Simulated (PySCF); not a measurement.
## Telling isomers of C₇H₇FO apart by NMR

Method: geometry: GFN2-xTB, shieldings: GIAO PBE0/pcSseg-1, in PySCF 2.14 (in vacuum, one computed conformer, no relativistic terms, averaged over atoms made equivalent by symmetry, fast rotation or ring inversion).

Shifts are taken against calculated references (same method and geometry level): 1H (σ = 31.72 ppm) and 13C (σ = 186.93 ppm) against TMS. Splittings of carbon signals by F and P are missing where no couplings were computed. Where no couplings were computed, multiplicities follow the n + 1 count of equivalent neighbours, and m marks all less simple cases (inequivalent or close neighbours, rings, F or P nearby). Shifts are as computed. Against solution values, carbons near 30 ppm lie about +3 ppm off and those near 130 ppm about +5 ppm. Of 1211 compounds with measured shifts, 218 miss one by over three times the rms of a fit or turn the order of signals round; such compounds aren't used in these exercises. OH and NH positions are gas-phase values without hydrogen bonding to other molecules.

(1) Tabulate the signals of `Fc1ccc(C2CC2)o1`, `C=C1C=CC(OC)=C1F`, `OCc1ccc(F)cc1` and their relative energies.

(2) What is the quickest way to tell C=C1C=CC(OC)=C1F from OCc1ccc(F)cc1?

(3) What is the quickest way to tell Fc1ccc(C2CC2)o1 from C=C1C=CC(OC)=C1F?

(4) What is the quickest way to tell Fc1ccc(C2CC2)o1 from OCc1ccc(F)cc1?

Results:

(1) 
| SMILES | carbon types | δC | δH | E rel. (kcal/mol) |
| --- | --- | --- | --- | --- |
| Fc1ccc(C2CC2)o1 | 2×C 3×CH 2×CH2 | 166.2, 151.1, 112.8, 89.7, 13.5, 9.7 | 6.36 (m, 1H), 5.55 (m, 1H), 1.73 (m, 1H), 0.86 (m, 2H), 0.84 (m, 2H) | 28.7 |
| C=C1C=CC(OC)=C1F | 3×C 2×CH 1×CH2 1×CH3 | 150.0, 149.7, 142.7, 134.7, 125.6, 121.0, 59.6 | 6.19 (m, 1H), 6.13 (m, 1H), 5.84 (m, 1H), 5.81 (m, 1H), 4.18 (s, 3H) | 43.5 |
| OCc1ccc(F)cc1 | 2×C 4×CH 1×CH2 | 172.7, 144.1, 136.4, 122.0, 71.5 | 7.65 (m, 2H), 7.40 (m, 2H), 4.78 (s, 2H), 0.11 (br s, 1H) | 0.0 |

Energies are electronic energies at PBE0/pcSseg-1 on these geometries, without zero-point or thermal terms, each for the one conformer computed, which needn't be the lowest.

(2) Count the carbon signals: 7 against 5. The first has a methyl carbon bonded to O (CH3) at 59.6 ppm, the second an sp3 CH2 bonded to O, on an aromatic ring at 71.5 ppm. Their most deshielded carbons lie at 150.0 and 172.7 ppm. In the proton spectra the most deshielded non-exchanging signals are 6.19 (m, 1H) and 7.65 (m, 2H).

(3) Count the carbon signals: 6 against 7. The first has a three-membered-ring carbon (CH) at 13.5 ppm, the second a terminal =CH2 carbon at 125.6 ppm. Their most deshielded carbons lie at 166.2 and 150.0 ppm.

(4) Count the carbon signals: 6 against 5. The first has a three-membered-ring carbon (CH) at 13.5 ppm, the second an sp3 CH2 bonded to O, on an aromatic ring at 71.5 ppm. Their most deshielded carbons lie at 166.2 and 172.7 ppm. In the proton spectra the most deshielded non-exchanging signals are 6.36 (m, 1H) and 7.65 (m, 2H).
